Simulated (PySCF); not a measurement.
A structure optimised at PBE-D3(BJ)/def2-SVP, used in a PySCF frequency run:

```
Ga
I 1 2.4957
I 1 2.4957 2 120.00
I 1 2.4957 2 120.00 3 180.00
```
Charge 0, spin multiplicity 1.

Write its SMILES, formula and point group.

[I][Ga]([I])[I], GaI₃, D3h

What are its rotational constants (standard atomic weights)?

0.42624, 0.42624, 0.21312 GHz
